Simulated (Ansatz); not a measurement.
`CCCCCCCCO` + HBr → `CCCCCCCBr` + CH₃OH  (substitution at a C–C bond)

Computed with Ansatz on PBE0-D4/def2-TZVP structures; ΔE is electronic, products minus reactants. CCSD(T)/CBS adds triple-zeta CCSD(T) − MP2 to the extrapolated MP2 energy (def2 sets, frozen cores). This one scheme is used for every species. Functionals use def2-TZVPP. B3LYP here is the variant with VWN-RPA as its local correlation; programs differ in this. For Br outer-core shells are correlated without core-valence functions, which leaves a few kJ/mol of doubt a bond. Scalar relativity is left out up to krypton. Each species was taken in one conformer, which may not be the lowest.

`CCCCCCCCO`:

```xyz
27

C    -1.406   -3.250    0.314
C    -2.155   -2.360   -0.664
C    -2.107   -0.877   -0.318
C    -0.719   -0.259   -0.390
C    -0.724    1.235   -0.101
C     0.633    1.910   -0.244
C     1.663    1.469    0.784
C     3.005    2.158    0.620
O     3.624    1.887   -0.622
H    -0.335   -3.032    0.325
H    -1.520   -4.305    0.057
H    -1.781   -3.114    1.333
H    -3.202   -2.678   -0.706
H    -1.754   -2.506   -1.674
H    -2.517   -0.728    0.689
H    -2.771   -0.330   -0.998
H    -0.298   -0.431   -1.389
H    -0.054   -0.769    0.313
H    -1.434    1.720   -0.781
H    -1.113    1.405    0.911
H     0.504    2.995   -0.161
H     1.029    1.730   -1.249
H     1.818    0.384    0.732
H     1.290    1.674    1.795
H     2.875    3.243    0.650
H     3.670    1.886    1.452
H     3.780    0.941   -0.678
```

HBr:

Cartesian coordinates in Å:
```
Br 0.045 -0.137 -0.695
H -0.045 0.137 0.695
```

`CCCCCCCBr`:

Z-matrix (Å, degrees):
```
C
C 1 1.519
H 1 1.092 2 111.6
H 1 1.094 2 111.1 3 120.3
H 1 1.094 2 111.1 3 -120.2
C 2 1.521 1 112.6 3 -180.0
H 2 1.096 1 109.8 3 -58.3
H 2 1.095 1 109.3 3 57.5
C 6 1.523 2 114.3 1 176.4
H 6 1.096 2 108.7 1 54.5
H 6 1.098 2 109.2 1 -60.6
C 9 1.521 6 113.8 2 65.0
H 9 1.097 6 109.0 2 -173.1
H 9 1.096 6 108.6 2 -57.6
C 12 1.521 9 114.1 6 173.2
H 12 1.096 9 109.1 6 52.0
H 12 1.093 9 110.0 6 -64.3
C 15 1.510 12 115.4 9 58.3
H 15 1.099 12 109.4 9 -61.4
H 15 1.094 12 109.8 9 -177.9
Br 18 1.953 15 112.5 12 60.6
H 18 1.088 15 111.8 12 178.6
H 18 1.088 15 112.7 12 -58.1
```

CH₃OH:

```xyz
6

C    -0.067    0.263    0.231
O     0.690   -0.735   -0.415
H     0.580    0.719    0.981
H    -0.947   -0.145    0.743
H    -0.396    1.050   -0.459
H     0.139   -1.152   -1.080
```

(1) Is it downhill or uphill in electronic energy at CCSD(T)/CBS, and by how much? (Estimate.)

(2) What do these levels give: B3LYP, HF/def2-SVP, HF/def2-TZVPP, SCS-MP2/def2-TZVPP, CCSD/def2-TZVPP, HF/CBS(def2)? (Best estimate.)

Largest T1 diagnostic among the species: 0.009.

## Answers

(1) Computed: Uphill: ΔE = +14.8 kJ/mol.

(2) Computed: B3LYP 13.9, HF/def2-SVP 29.4, HF/def2-TZVPP 15.8, SCS-MP2/def2-TZVPP 12.3, CCSD/def2-TZVPP 17.8, HF/CBS(def2) 16.0 kJ/mol.

From BLYP to BHLYP (50 % exact exchange), in def2-TZVPP and without D4, ΔE moves by +5.9 kJ/mol. Leaving LDA and LC-ωPBE aside and taking each functional with its dispersion term where it has one, the values, not all of them listed here, spread over 8.8 kJ/mol, from BLYP-D4 to CAM-B3LYP-D4. LDA lies +11.3 kJ/mol from PBE without D4.
